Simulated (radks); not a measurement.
All-electron atom: V2+ in [Ar] 3d3. All-electron calculation, scalar-relativistic Kohn-Sham, LDA (Slater exchange, Perdew-Wang correlation), spin-polarised, spherical densities, finite nucleus; open shells are filled with parallel spins first; Fermi nuclear charge, rms radius 3.6002 fm. Program: a radial shooting solver on a logarithmic mesh with Libxc functionals.

Radial electron density D(r) = 4 pi r^2 rho(r):

| r (bohr) | D(r) (e/bohr) | spin D(r) |
|---|---|---|
| 0.004557 | 1.849 | -0.000129 |
| 0.005179 | 2.312 | -0.000162 |
| 0.005839 | 2.842 | -0.000199 |
| 0.006637 | 3.526 | -0.000246 |
| 0.007483 | 4.297 | -0.000300 |
| 0.008437 | 5.211 | -0.000364 |
| 0.009589 | 6.361 | -0.000444 |
| 0.01081 | 7.620 | -0.000531 |
| 0.01229 | 9.166 | -0.000639 |
| 0.01385 | 10.81 | -0.000753 |
| 0.01562 | 12.63 | -0.000880 |
| 0.01775 | 14.75 | -0.00103 |
| 0.02002 | 16.86 | -0.00118 |
| 0.02275 | 19.16 | -0.00134 |
| 0.02565 | 21.29 | -0.00150 |
| 0.02892 | 23.28 | -0.00166 |
| 0.03287 | 25.10 | -0.00182 |
| 0.03706 | 26.41 | -0.00197 |
| 0.04212 | 27.23 | -0.00213 |
| 0.0475 | 27.38 | -0.00229 |
| 0.05355 | 26.91 | -0.00247 |
| 0.06086 | 25.82 | -0.00270 |
| 0.06862 | 24.40 | -0.00294 |
| 0.07799 | 22.78 | -0.00317 |
| 0.08794 | 21.51 | -0.00318 |
| 0.09915 | 20.82 | -0.00263 |
| 0.1127 | 21.00 | -0.000685 |
| 0.1271 | 22.13 | 0.00364 |
| 0.1433 | 24.03 | 0.0122 |
| 0.1628 | 26.45 | 0.0292 |
| 0.1836 | 28.47 | 0.0562 |
| 0.2086 | 29.61 | 0.102 |
| 0.2352 | 29.19 | 0.168 |
| 0.2652 | 27.11 | 0.261 |
| 0.3015 | 23.32 | 0.397 |
| 0.3399 | 18.96 | 0.563 |
| 0.3863 | 14.45 | 0.783 |
| 0.4356 | 11.22 | 1.02 |
| 0.4911 | 9.475 | 1.29 |
| 0.5582 | 9.247 | 1.58 |
| 0.6293 | 10.06 | 1.83 |
| 0.7153 | 11.18 | 2.05 |
| 0.8064 | 11.74 | 2.16 |
| 0.9093 | 11.41 | 2.18 |
| 1.033 | 10.09 | 2.09 |
| 1.165 | 8.233 | 1.91 |
| 1.324 | 6.058 | 1.66 |
| 1.493 | 4.198 | 1.38 |
| 1.684 | 2.712 | 1.09 |
| 1.913 | 1.591 | 0.796 |
| 2.157 | 0.9144 | 0.556 |
| 2.452 | 0.4819 | 0.350 |
| 2.765 | 0.2520 | 0.207 |
| 3.117 | 0.1243 | 0.112 |
| 3.543 | 0.05362 | 0.0509 |
| 3.994 | 0.02187 | 0.0214 |
| 4.54 | 0.007260 | 0.00719 |
| 5.119 | 0.002192 | 0.00218 |

D(r) has 3 maxima, at r = 0.0460, 0.215, 0.819 bohr, and minima at 0.103, 0.532 bohr, inside which lie 2.13, 10.51 electrons.
